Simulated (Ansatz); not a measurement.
# Molecular dynamics of CH$_{5}$BBrFO

Input file:

```yaml
crystal:
  periodic: [false, false, false]
  atoms:
    - { symbol: B, position_ang: [0.043216, 0.124805, 0.083588] }
    - { symbol: O, position_ang: [0.089909, -0.071484, 1.551238] }
    - { symbol: H, position_ang: [-0.797264, -0.365435, 1.858597] }
    - { symbol: C, position_ang: [1.365897, 0.013087, -0.709838] }
    - { symbol: H, position_ang: [1.616438, -1.064497, -0.846974] }
    - { symbol: H, position_ang: [1.263246, 0.465095, -1.717454] }
    - { symbol: H, position_ang: [2.214329, 0.497768, -0.187115] }
    - { symbol: F, position_ang: [-1.14158, -0.221512, -0.416495] }
    - { symbol: Br, position_ang: [-0.116066, 2.521515, 0.655112] }
    - { symbol: H, position_ang: [0.072175, 1.156261, 1.643341] }
basis:
  gaussian: { orbitals: def2-SVP }
hamiltonian:
  xc: lda
md:
  timestep: 0.5
  n_steps: 200
  ensemble: nve
  temperature: 300.0
  initial_velocities: maxwell_boltzmann
  seed: 10791
```

Run as:

```bash
$ ansatz run input.yaml --threads 4 --pin off --max-ram 5120MiB --backend cpu --events-out ev --progress --plain --runs-dir out
```

It starts at the highest image of a converged band, a first-order saddle point between two minima.

Output, in part (one step line in 7, the closing report, with atoms numbered from 0):

```
md step     0: t =     0.00 fs  T =   300.0 K  F+E_penalty+E_count = -76447.69663735 eV  E_kin = 0.310224 eV  conserved = -76447.38641336 eV  (28 SCF iters)
md step     7: t =     3.50 fs  T =   182.4 K  F+E_penalty+E_count = -76447.57417573 eV  E_kin = 0.188631 eV  conserved = -76447.38554436 eV  (30 SCF iters)
md step    14: t =     7.00 fs  T =    88.1 K  F+E_penalty+E_count = -76447.47630510 eV  E_kin = 0.091135 eV  conserved = -76447.38516987 eV  (31 SCF iters)
md step    21: t =    10.50 fs  T =   161.7 K  F+E_penalty+E_count = -76447.55310537 eV  E_kin = 0.167184 eV  conserved = -76447.38592121 eV  (30 SCF iters)
md step    28: t =    14.00 fs  T =   172.8 K  F+E_penalty+E_count = -76447.56460730 eV  E_kin = 0.178729 eV  conserved = -76447.38587799 eV  (30 SCF iters)
md step    35: t =    17.50 fs  T =   142.2 K  F+E_penalty+E_count = -76447.53278017 eV  E_kin = 0.147019 eV  conserved = -76447.38576096 eV  (30 SCF iters)
md step    42: t =    21.00 fs  T =   157.0 K  F+E_penalty+E_count = -76447.54804982 eV  E_kin = 0.162362 eV  conserved = -76447.38568733 eV  (31 SCF iters)
md step    49: t =    24.50 fs  T =   162.1 K  F+E_penalty+E_count = -76447.55321310 eV  E_kin = 0.167669 eV  conserved = -76447.38554435 eV  (30 SCF iters)
md step    56: t =    28.00 fs  T =   168.0 K  F+E_penalty+E_count = -76447.55976865 eV  E_kin = 0.173777 eV  conserved = -76447.38599214 eV  (31 SCF iters)
md step    63: t =    31.50 fs  T =   143.2 K  F+E_penalty+E_count = -76447.53382682 eV  E_kin = 0.148127 eV  conserved = -76447.38570012 eV  (30 SCF iters)
md step    70: t =    35.00 fs  T =   195.6 K  F+E_penalty+E_count = -76447.58772373 eV  E_kin = 0.202288 eV  conserved = -76447.38543571 eV  (30 SCF iters)
md step    77: t =    38.50 fs  T =   272.8 K  F+E_penalty+E_count = -76447.66777185 eV  E_kin = 0.282101 eV  conserved = -76447.38567121 eV  (30 SCF iters)
md step    84: t =    42.00 fs  T =   305.8 K  F+E_penalty+E_count = -76447.70225443 eV  E_kin = 0.316243 eV  conserved = -76447.38601106 eV  (30 SCF iters)
md step    91: t =    45.50 fs  T =   309.1 K  F+E_penalty+E_count = -76447.70534729 eV  E_kin = 0.319607 eV  conserved = -76447.38574031 eV  (31 SCF iters)
md step    98: t =    49.00 fs  T =   332.9 K  F+E_penalty+E_count = -76447.72994864 eV  E_kin = 0.344266 eV  conserved = -76447.38568236 eV  (30 SCF iters)
md step   105: t =    52.50 fs  T =   331.3 K  F+E_penalty+E_count = -76447.72817641 eV  E_kin = 0.342571 eV  conserved = -76447.38560542 eV  (29 SCF iters)
md step   112: t =    56.00 fs  T =   318.1 K  F+E_penalty+E_count = -76447.71445497 eV  E_kin = 0.328951 eV  conserved = -76447.38550366 eV  (29 SCF iters)
md step   119: t =    59.50 fs  T =   375.7 K  F+E_penalty+E_count = -76447.77449041 eV  E_kin = 0.388482 eV  conserved = -76447.38600841 eV  (30 SCF iters)
md step   126: t =    63.00 fs  T =   393.3 K  F+E_penalty+E_count = -76447.79258845 eV  E_kin = 0.406732 eV  conserved = -76447.38585603 eV  (30 SCF iters)
md step   133: t =    66.50 fs  T =   320.5 K  F+E_penalty+E_count = -76447.71686062 eV  E_kin = 0.331441 eV  conserved = -76447.38541921 eV  (30 SCF iters)
md step   140: t =    70.00 fs  T =   288.0 K  F+E_penalty+E_count = -76447.68367393 eV  E_kin = 0.297783 eV  conserved = -76447.38589062 eV  (29 SCF iters)
md step   147: t =    73.50 fs  T =   267.6 K  F+E_penalty+E_count = -76447.66260030 eV  E_kin = 0.276688 eV  conserved = -76447.38591271 eV  (30 SCF iters)
md step   154: t =    77.00 fs  T =   253.4 K  F+E_penalty+E_count = -76447.64765315 eV  E_kin = 0.262066 eV  conserved = -76447.38558762 eV  (31 SCF iters)
md step   161: t =    80.50 fs  T =   284.2 K  F+E_penalty+E_count = -76447.67952472 eV  E_kin = 0.293896 eV  conserved = -76447.38562908 eV  (31 SCF iters)
md step   168: t =    84.00 fs  T =   285.1 K  F+E_penalty+E_count = -76447.68044555 eV  E_kin = 0.294782 eV  conserved = -76447.38566315 eV  (31 SCF iters)
md step   175: t =    87.50 fs  T =   242.7 K  F+E_penalty+E_count = -76447.63704047 eV  E_kin = 0.250938 eV  conserved = -76447.38610227 eV  (31 SCF iters)
md step   182: t =    91.00 fs  T =   178.6 K  F+E_penalty+E_count = -76447.57052257 eV  E_kin = 0.184678 eV  conserved = -76447.38584431 eV  (30 SCF iters)
md step   189: t =    94.50 fs  T =   166.5 K  F+E_penalty+E_count = -76447.55735239 eV  E_kin = 0.172163 eV  conserved = -76447.38518913 eV  (31 SCF iters)
md step   196: t =    98.00 fs  T =   258.2 K  F+E_penalty+E_count = -76447.65303189 eV  E_kin = 0.266986 eV  conserved = -76447.38604559 eV  (28 SCF iters)
md step   200: t =   100.00 fs  T =   253.0 K  F+E_penalty+E_count = -76447.64707178 eV  E_kin = 0.261577 eV  conserved = -76447.38549449 eV  (29 SCF iters)
Total energy: -76447.64710190 eV, -2809.3992129186 hartree
Atom 0 at     0.112840     0.432686     0.122308 Å, force    -0.385217     0.716244    -0.165755 eV/Å
Atom 1 at     0.088144    -0.171736     1.717126 Å, force     0.940693     0.312015    -0.615341 eV/Å
Atom 2 at    -0.723592    -0.688442     1.782715 Å, force    -0.815177    -0.791931    -0.186749 eV/Å
Atom 3 at     1.451506     0.142321    -0.717342 Å, force    -2.461751    -0.152873    -0.229000 eV/Å
Atom 4 at     1.571083    -0.940613    -0.894669 Å, force     0.353663    -0.227154     0.092022 eV/Å
Atom 5 at     1.233056     0.591849    -1.730744 Å, force     0.275269    -0.083410     0.508398 eV/Å
Atom 6 at     2.307510     0.628095    -0.266778 Å, force     0.780441     0.192454     0.257604 eV/Å
Atom 7 at    -1.158232     0.113828    -0.284473 Å, force     0.711935    -1.007131    -0.238311 eV/Å
Atom 8 at    -0.131986     2.405915     0.583115 Å, force     0.431657     0.367375     0.390807 eV/Å
Atom 9 at    -0.182033     0.691056     2.119976 Å, force     0.168486     0.674411     0.186325 eV/Å
Dipole moment:    -0.044549    -0.554240     0.509640 e Å
```

The run went to its last step. The conserved energy stayed within 0.13 meV per atom of its start (net change 0.092 meV per atom), so the integration is sound. A run of 0.1 ps of so small a system gives no equilibrium averages. The orbitals stay closed-shell, which can raise the energy where a bond breaks towards radicals; this wasn't checked here.

Between its relaxed ends the band would form B1–Br9, O2–H10 and break Br9–H10. These pairs go: B1–Br9 2.47 → 2.04 Å, O2–H10 1.23 → 0.99 Å, Br9–H10 1.70 → 2.30 Å. In the last frame they stand as after the step (other bonds may differ from the relaxed reactants and products). It ends as one piece, CH5BBrFO. Pairs count as bonded within 1.25 times the sum of covalent radii (0.12 Å more for H–H).

Last frame:

```xyz
10
Properties=species:S:1:pos:R:3
B 0.113 0.433 0.122
O 0.088 -0.172 1.717
H -0.724 -0.688 1.783
C 1.452 0.142 -0.717
H 1.571 -0.941 -0.895
H 1.233 0.592 -1.731
H 2.308 0.628 -0.267
F -1.158 0.114 -0.284
Br -0.132 2.406 0.583
H -0.182 0.691 2.120
```

Time of the run: 2.1 min on 4 threads of Arm Neoverse V2, with other jobs on the host, peak memory 0.15 GiB.
